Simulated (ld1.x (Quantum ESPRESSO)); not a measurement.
## Plane-wave convergence, TM potential for Cu

```json
{
 "Element": "Cu (Z = 29)",
 "Generator": "ld1.x (Quantum ESPRESSO) 7.5",
 "Type": "norm-conserving Troullier–Martins (Kleinman–Bylander form)",
 "Functional": "Wu–Cohen",
 "Relativity": "scalar-relativistic",
 "Frozen core": "[Ne]",
 "Valence charge": "19",
 "Reference configuration": "3s2 3p6 3d8 4s0 4p0 (charge +3)",
 "Partial waves": "3s (bound): rc 1.20 bohr; 3p (bound): rc 1.00 bohr; 3d (bound): rc 1.50 bohr; 4f channel at 0.1 Ry: rc 1.40 bohr",
 "Local potential": "the f channel",
 "Core correction": "none"
}
```

The pseudo-atom Hamiltonian at the reference potential is diagonalised in spherical Bessel functions j_l(qr) that vanish at 20 bohr, with q² up to the cutoff. All-electron valence levels (Ry): 3s -11.7930, 4s -2.5201, 3p -8.6522, 4p -1.8982, 3d -3.5961.

How do the lowest levels (Ry) of each channel move with the cutoff, and are there ghosts?

| cutoff (Ry) | s #1 | s #2 | p #1 | p #2 | d #1 | d #2 | f #1 | f #2 | Σ f·Δε (mRy) |
| --- | --- | --- | --- | --- | --- | --- | --- | --- | --- |
| 8 | -10.1348 | -2.1454 | -3.9967 | -1.2611 | -1.3580 | -0.6606 | -0.6133 | -0.3841 | 49154.7 |
| 18 | -11.6603 | -2.5345 | -6.2788 | -1.5835 | -1.5983 | -0.7451 | -0.6159 | -0.3860 | 30488.6 |
| 30 | -11.7623 | -2.6266 | -7.7264 | -1.7655 | -1.8826 | -0.8297 | -0.6164 | -0.3863 | 19324.5 |
| 50 | -11.7792 | -2.6464 | -8.4919 | -1.8785 | -2.7764 | -0.9940 | -0.6166 | -0.3865 | 7547.4 |
| 80 | -11.7919 | -2.6469 | -8.6474 | -1.9130 | -3.4858 | -1.0691 | -0.6166 | -0.3865 | 913.7 |
| 120 | -11.7926 | -2.6469 | -8.6515 | -1.9144 | -3.5948 | -1.0791 | -0.6166 | -0.3865 | 16.2 |
| 180 | -11.7930 | -2.6470 | -8.6522 | -1.9146 | -3.5958 | -1.0792 | -0.6166 | -0.3865 | 2.9 |
| 300 | -11.7930 | -2.6470 | -8.6522 | -1.9146 | -3.5961 | -1.0792 | -0.6166 | -0.3865 | 0.0 |
| 400 | -11.7930 | -2.6470 | -8.6522 | -1.9146 | -3.5961 | -1.0792 | -0.6166 | -0.3865 | 0.0 |

Result: no extra level below or beside the all-electron valence levels (s, p, d, f tested); 10 mRy is reached at 140 Ry and 1 mRy at 230 Ry.

Its largest configuration-test error is +1346 meV.
